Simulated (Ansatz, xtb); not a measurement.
Stretching the Si1–H2 bond in FHSi (SMILES F[SiH]) (multiplicity 1 held, fragments rigid). Energies count from the point at 1.538 Å.
Geometry at that point (charge 0, multiplicity 1):
| atom | x (Å) | y (Å) | z (Å) |
|---|---|---|---|
| Si | -0.2073 | -0.3454 | 0.4496 |
| H | -1.0031 | -1.1949 | -0.5558 |
| F | 0.4339 | 0.6700 | -0.6376 |

Unrestricted levels (U-) break spin symmetry where that is lower. Active spaces are followed from a long bond inwards. Left out are points that failed, MP2 points that dive below the minimum, coupled-cluster points behind a jump of the amplitudes or a sharp parting from full CI or MRCI, small-basis points behind a change of solution, and semi-empirical points at long bonds. Levels need not reach the same state.

Cores are frozen in the correlated methods.

Run with Ansatz (Gaussian basis) for Hartree–Fock, density functionals and correlated methods; xtb for the GFN methods.  The GFN methods have no spin term and hold the electronic entropy of 300 K.

Energies in kcal/mol.

```json
[
 {"R (Å)": "1.230", "GFN2-xTB": "23.0", "U-CCSD/cc-pV(D+d)Z": "24.9", "U-CCSD(T)/cc-pV(D+d)Z": "25.1", "FIC-NEVPT4(SD) on CASSCF(2,2)/cc-pV(D+d)Z": "25.4", "FIC-MRCISD on CASSCF(2,2)/cc-pV(D+d)Z": "25.2", "FIC-MRCISD+Q on CASSCF(2,2)/cc-pV(D+d)Z": "25.0"},
 {"R (Å)": "1.384", "GFN2-xTB": "1.5", "U-CCSD/cc-pV(D+d)Z": "4.7", "U-CCSD(T)/cc-pV(D+d)Z": "4.8", "FIC-NEVPT4(SD) on CASSCF(2,2)/cc-pV(D+d)Z": "5.0", "FIC-MRCISD on CASSCF(2,2)/cc-pV(D+d)Z": "4.9", "FIC-MRCISD+Q on CASSCF(2,2)/cc-pV(D+d)Z": "4.8"},
 {"R (Å)": "1.538", "GFN2-xTB": "0.0", "U-CCSD/cc-pV(D+d)Z": "0.0", "U-CCSD(T)/cc-pV(D+d)Z": "0.0", "FIC-NEVPT4(SD) on CASSCF(2,2)/cc-pV(D+d)Z": "0.0", "FIC-MRCISD on CASSCF(2,2)/cc-pV(D+d)Z": "0.0", "FIC-MRCISD+Q on CASSCF(2,2)/cc-pV(D+d)Z": "0.0"},
 {"R (Å)": "1.692", "GFN2-xTB": "4.7", "U-CCSD/cc-pV(D+d)Z": "3.3", "U-CCSD(T)/cc-pV(D+d)Z": "3.2", "FIC-NEVPT4(SD) on CASSCF(2,2)/cc-pV(D+d)Z": "3.0", "FIC-MRCISD on CASSCF(2,2)/cc-pV(D+d)Z": "3.1", "FIC-MRCISD+Q on CASSCF(2,2)/cc-pV(D+d)Z": "3.2"},
 {"R (Å)": "1.846", "GFN2-xTB": "11.2", "U-CCSD/cc-pV(D+d)Z": "10.6", "U-CCSD(T)/cc-pV(D+d)Z": "10.3", "FIC-NEVPT4(SD) on CASSCF(2,2)/cc-pV(D+d)Z": "9.9", "FIC-MRCISD on CASSCF(2,2)/cc-pV(D+d)Z": "10.2", "FIC-MRCISD+Q on CASSCF(2,2)/cc-pV(D+d)Z": "10.3"},
 {"R (Å)": "2.076", "GFN2-xTB": "22.4", "U-CCSD/cc-pV(D+d)Z": "24.2", "U-CCSD(T)/cc-pV(D+d)Z": "23.5", "FIC-NEVPT4(SD) on CASSCF(2,2)/cc-pV(D+d)Z": "22.7", "FIC-MRCISD on CASSCF(2,2)/cc-pV(D+d)Z": "?", "FIC-MRCISD+Q on CASSCF(2,2)/cc-pV(D+d)Z": "23.4"},
 {"R (Å)": "2.307", "GFN2-xTB": "33.9", "U-CCSD/cc-pV(D+d)Z": "38.2", "U-CCSD(T)/cc-pV(D+d)Z": "36.9", "FIC-NEVPT4(SD) on CASSCF(2,2)/cc-pV(D+d)Z": "35.3", "FIC-MRCISD on CASSCF(2,2)/cc-pV(D+d)Z": "36.0", "FIC-MRCISD+Q on CASSCF(2,2)/cc-pV(D+d)Z": "36.3"},
 {"R (Å)": "2.692", "GFN2-xTB": "51.5", "U-CCSD/cc-pV(D+d)Z": "57.6", "U-CCSD(T)/cc-pV(D+d)Z": "55.6", "FIC-NEVPT4(SD) on CASSCF(2,2)/cc-pV(D+d)Z": "52.1", "FIC-MRCISD on CASSCF(2,2)/cc-pV(D+d)Z": "53.1", "FIC-MRCISD+Q on CASSCF(2,2)/cc-pV(D+d)Z": "53.4"},
 {"R (Å)": "3.076", "GFN2-xTB": "65.3", "U-CCSD/cc-pV(D+d)Z": "68.3", "U-CCSD(T)/cc-pV(D+d)Z": "67.4", "FIC-NEVPT4(SD) on CASSCF(2,2)/cc-pV(D+d)Z": "62.6", "FIC-MRCISD on CASSCF(2,2)/cc-pV(D+d)Z": "63.8", "FIC-MRCISD+Q on CASSCF(2,2)/cc-pV(D+d)Z": "64.1"},
 {"R (Å)": "3.538", "GFN2-xTB": "75.7", "U-CCSD/cc-pV(D+d)Z": "72.4", "U-CCSD(T)/cc-pV(D+d)Z": "72.4", "FIC-NEVPT4(SD) on CASSCF(2,2)/cc-pV(D+d)Z": "68.8", "FIC-MRCISD on CASSCF(2,2)/cc-pV(D+d)Z": "70.0", "FIC-MRCISD+Q on CASSCF(2,2)/cc-pV(D+d)Z": "70.4"},
 {"R (Å)": "4.153", "GFN2-xTB": "81.8", "U-CCSD/cc-pV(D+d)Z": "73.5", "U-CCSD(T)/cc-pV(D+d)Z": "73.7", "FIC-NEVPT4(SD) on CASSCF(2,2)/cc-pV(D+d)Z": "71.4", "FIC-MRCISD on CASSCF(2,2)/cc-pV(D+d)Z": "?", "FIC-MRCISD+Q on CASSCF(2,2)/cc-pV(D+d)Z": "73.0"},
 {"R (Å)": "4.922", "GFN2-xTB": "left out", "U-CCSD/cc-pV(D+d)Z": "73.7", "U-CCSD(T)/cc-pV(D+d)Z": "73.9", "FIC-NEVPT4(SD) on CASSCF(2,2)/cc-pV(D+d)Z": "72.1", "FIC-MRCISD on CASSCF(2,2)/cc-pV(D+d)Z": "73.3", "FIC-MRCISD+Q on CASSCF(2,2)/cc-pV(D+d)Z": "73.7"}
]
```

Question: Complete the blanks.

Answer: 
- 2.076, FIC-MRCISD on CASSCF(2,2)/cc-pV(D+d)Z: 23.2
- 4.153, FIC-MRCISD on CASSCF(2,2)/cc-pV(D+d)Z: 72.7

Doubts at one or more of the structures used: a spin-contaminated determinant (U-CCSD/cc-pV(D+d)Z, U-CCSD(T)/cc-pV(D+d)Z); T1 above 0.05 (U-CCSD/cc-pV(D+d)Z, U-CCSD(T)/cc-pV(D+d)Z).

Ansatz is a program for electronic structure.
